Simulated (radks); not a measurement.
Task: Successive ionisation energies (eV) of one element, from differences of total energies of ions in their ground configurations, starting at charge 22: 641.30, 698.50, 746.16, 794.91, 844.70, 895.51, 947.32, 1000.1, 1269.8, 1321.3, 1373.2, 1425.5, 1478.1, 1545.3, 1600.0, 1655.2, 1710.7, 1766.6, 2030.3, 2085.5, 2140.3, 2211.1. All-electron calculation, scalar-relativistic Kohn-Sham, BLYP, spin-polarised, spherical densities, finite nucleus; open shells are filled with parallel spins first (spin-orbit coupling, left out, can overturn this in heavy ions); Fermi nuclear charge, rms radius 5.4126 fm. Program: a radial shooting solver on a logarithmic mesh with Libxc functionals. Which element is it?

Result: Osmium (Z = 76). The first species listed is Os22+ in [Kr] 4d10 4f8, the last Os43+ in [Ar] 3d10 4s2 4p3.
